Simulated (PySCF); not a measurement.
**Question.** What does the PBE0-D3(BJ)/def2-SVP structure of `C=Cc1ccc(O)cc1` (4-vinylphenol) look like in three dimensions?

**Answer.** 
Z-matrix in Å and degrees, rows numbered from 1:
```
C 
C   1  1.3389
C   2  1.4660  1  127.65
C   3  1.4044  2  119.49  1   179.44
C   4  1.3884  3  121.93  2  -179.96
C   5  1.3974  4  119.86  3    -0.02
O   6  1.3482  5  118.15  4   180.00
C   6  1.4007  5  119.19  4    -0.02
C   8  1.3881  6  120.30  5     0.02
H   1  1.0921  2  120.90  3   179.98
H   1  1.0936  2  122.51  3    -0.04
H   2  1.0963  1  117.92  3   179.97
H   4  1.0936  3  118.97  2     0.03
H   5  1.0914  4  121.39  3   179.99
H   7  0.9630  6  109.28  5   179.98
H   8  1.0947  6  119.71  5  -179.96
H   9  1.0921  3  119.86  2    -0.07
```

The C–C distances run from 1.339 Å (C1=C2, drawn double) to 1.466 Å (C2–C3, drawn single), a spread of 0.127 Å. O7 (phenol-type oxygen) is bent (angle 109.3°). Of the pairs four or more bonds apart, H11···H17 is among the closest relative to their van der Waals radii: 2.19 Å, 91 % of the sum of Bondi's values. The 9 heavy atoms lie in one plane (0.003 Å rms).

Level of theory: PySCF 2.14.0, PBE0-D3(BJ)/def2-SVP geometry optimisation, gas phase.

Point group: Cs (every atom within 0.08 Å of its image). PBE0-D3(BJ)/def2-SVP frequencies: not computed here. One conformer, not necessarily the lowest (C1–C2–C3–C4 179°, C5–C6–O7–H 180°).
